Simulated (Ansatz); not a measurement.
```yaml
crystal:
  periodic: [false, false, false]
  atoms:
    - {symbol: C, position_ang: [-1.341412, 0.545848, -0.278270]}
    - {symbol: N, position_ang: [-0.058866, -0.064883, -0.513217]}
    - {symbol: D, position_ang: [0.917225, -0.330951, 0.447695]}
    - {symbol: O, position_ang: [2.091440, -0.921552, 0.048798]}
    - {symbol: H, position_ang: [-2.168431, -0.115660, -0.557471]}
    - {symbol: H, position_ang: [-1.440134, 0.772384, 0.784028]}
    - {symbol: H, position_ang: [-1.457594, 1.483376, -0.832434]}
    - {symbol: H, position_ang: [0.128979, -0.314858, -1.471974]}
    - {symbol: H, position_ang: [0.716745, -0.041918, 1.598168]}
    - {symbol: H, position_ang: [2.695148, -1.062888, 0.777577]}
basis:
  gaussian: {orbitals: x2c-TZVPPall}
hamiltonian: {xc: {name: PBE}}
correlation: {method: rpa}
```

```sh
$ ansatz run in.yaml --threads 2 --pin off --events-out ev --progress --plain --max-ram 4352MiB
```

Shortened log:

```
Error: YAML parse error: error: line 6 column 16: `D` is not an element symbol (H … Og, case-exact)
 --> <input>:6:16
4 |     - {symbol: C, position_ang: [-1.341412, 0.545848, -0.278270]}
5 |     - {symbol: N, position_ang: [-0.058866, -0.064883, -0.513217]}
6 |     - {symbol: D, position_ang: [0.917225, -0.330951, 0.447695]}
7 |     - {symbol: O, position_ang: [2.091440, -0.921552, 0.048798]}
8 |     - {symbol: H, position_ang: [-2.168431, -0.115660, -0.557471]}
```

(1) Something in this input is off. What?

Results:

(1) An element symbol is wrong. The input was rejected before any iteration.
